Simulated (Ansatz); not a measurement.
Molecule: sum formula SiNH3F3, charge 1, multiplicity 1. It need not be the lowest isomer of its formula. 
Coordinates optimised at B3LYP-D3(BJ)/def2-TZVP (Ansatz, a program for electronic structure):
```xyz
8

Si    -0.1846    -0.0262    -0.0312
F     -0.2231    -1.0718    -1.1735
F     -0.7207    -0.5409     1.3281
F     -0.6960     1.3803    -0.4314
N      1.6222     0.2300     0.2739
H      2.0904    -0.6401     0.5517
H      2.1060     0.5763    -0.5623
H      1.7910     0.9125     1.0215
```
Charge +1, spin multiplicity 1.

Basis-set convergence of Hartree-Fock and CCSD(T) correlation energies (hartree) with Ansatz. Valence correlation only, unless marked. No spin-orbit coupling. Non-relativistic.

| basis | functions | E(HF) | E(corr, CCSD(T)) | rough core time |
|---|---|---|---|---|
| cc-pV(D+d)Z | 94 | -643.42489 | -0.85939 | under 20 s |
| cc-pV(T+d)Z | 201 | (withheld) | (withheld) | 60 s |

Problem. What belongs in the gaps?

Solution. 
- cc-pV(T+d)Z, E(HF): -643.60063
- cc-pV(T+d)Z, E(corr, CCSD(T)): -1.11873
